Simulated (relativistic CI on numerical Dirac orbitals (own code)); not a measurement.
# Electric-dipole transitions in Ce6+

Calculated at this level of theory: Dirac-Coulomb-Breit CI, KLI orbitals optimised for each configuration, model QED, unscaled Slater integrals (own radial code, finite nucleus).

CI space (outside the closed core [Kr] 4d10): 5s2 5p4, 5s2 5p3 4f, 5s 5p5, 5s2 5p3 5d, 5p6, 5s2 5p2 4f 5d, 5s 5p4 5d, 5s 5p4 4f, 5s2 5p3 5f, 5s 5p3 4f2, 5s2 5p3 5g, 5s2 5p3 6s, 5p5 4f. Double excitations out of closed p, d and f shells are left out; levels of such configurations are missing from the list, as are those of other unlisted configurations, and high levels can miss mixing partners.

| λ vac (Å) | Lower | Upper | A (s⁻¹) | E lower (cm⁻¹) | E upper (cm⁻¹) |
| --- | --- | --- | --- | --- | --- |
| 338.59 | 5s2 5p4 3P_2 [1] | 5s2 5p3 5d 1P°_1 [127] | 1.68e+10 | 0 | 295344 |
| 339.60 | 5s2 5p4 3P_2 [1] | 5s2 5p3 5d 3D°_3 [126] | 1.28e+10 | 0 | 294464 |
| 339.93 | 5s2 5p4 3P_2 [1] | 5s2 5p3 5d 1F°_3 [124] | 2.05e+10 | 0 | 294180 |
| 342.14 | 5s2 5p4 3P_1 [3] | 5s2 5p3 5d 3D°_1 [184] | 3.55e+10 | 24102 | 316382 |
| 342.42 | 5s2 5p4 3P_1 [3] | 5s2 5p3 5d 3D°_2 [183] | 2.51e+10 | 24102 | 316141 |
| 345.00 | 5s2 5p4 3P_2 [1] | 5s2 5p3 5d 3P°_2 [119] | 5.43e+10 | 0 | 289851 |
| 345.82 | 5s2 5p4 3P_2 [1] | 5s2 5p3 5d 3D°_3 [118] | 3.06e+10 | 0 | 289167 |
| 346.02 | 5s2 5p4 3P_0 [2] | 5s2 5p2 4f 5d 3D°_1 [147] | 1.71e+10 | 16847 | 305845 |
| 351.85 | 5s2 5p4 3P_2 [1] | 5s2 5p3 5d 3P°_2 [114] | 2.26e+10 | 0 | 284213 |
| 353.59 | 5s2 5p4 3P_2 [1] | 5s 5p4 4f 3F°_3 [113] | 8.16e+09 | 0 | 282813 |
| 353.83 | 5s2 5p4 3P_0 [2] | 5s2 5p2 4f 5d 3D°_1 [132] | 2.99e+10 | 16847 | 299467 |
| 354.53 | 5s2 5p4 1D_2 [4] | 5s2 5p3 5d 3D°_2 [183] | 1.61e+10 | 34078 | 316141 |
| 357.07 | 5s2 5p4 3P_2 [1] | 5s2 5p3 5d 3S°_1 [108] | 4.97e+10 | 0 | 280058 |
| 359.50 | 5s2 5p4 3P_2 [1] | 5s 5p4 4f 3D°_3 [105] | 1.71e+10 | 0 | 278166 |
| 366.55 | 5s2 5p4 3P_1 [3] | 5s2 5p3 5d 3D°_2 [129] | 3.64e+10 | 24102 | 296916 |
| 367.96 | 5s2 5p4 1D_2 [4] | 5s2 5p2 4f 5d 3D°_1 [147] | 1.94e+10 | 34078 | 305845 |
| 368.67 | 5s2 5p4 3P_1 [3] | 5s2 5p3 5d 1P°_1 [127] | 2.31e+10 | 24102 | 295344 |
| 371.88 | 5s2 5p4 3P_2 [1] | 5s2 5p3 5d 3F°_3 [96] | 5.80e+09 | 0 | 268904 |
| 380.46 | 5s2 5p4 1D_2 [4] | 5s2 5p3 5d 3D°_2 [129] | 1.53e+10 | 34078 | 296916 |
| 382.75 | 5s2 5p4 1D_2 [4] | 5s2 5p3 5d 1P°_1 [127] | 2.88e+10 | 34078 | 295344 |

Terms are leading LS components. Brackets give the number of a level in order of energy, since labels repeat. The list gives strong lines, with weight on those to low levels, without lines whose two gauges differ by over a factor of 2.5, among the lowest 200 of 1026 levels, so that lines to higher ones, which can be the strongest, are missing. Levels whose partners in the same complex of configurations lie outside the list can be far off, and so can their lines. Rates are taken at the computed energies, electric ones in the length gauge.

At this charge configurations can still be misplaced by up to about 7 % of their energy. Levels and lines within the n = 5 or 6 shells can be off by up to 10 % or somewhat more, and those that change n by about 2 %, since core polarisation is missing. Levels that differ in their count of f electrons can be misplaced by several ten thousand cm⁻¹, since the correlation energy of f electrons is missing or only estimated; rates across such gaps can be off by orders of magnitude.

Question: From the table, what is the radiative lifetime of 5s2 5p3 5d 1P°_1?

Answer: The listed rates from this level add up to about 6.88e+10 s⁻¹, 99 % of its decay; with all channels τ = 1.44e-11 s.

LS names give the leading component of a level, which can be under half, so a name can repeat, a term be missing and a line seem to break the LS rules.
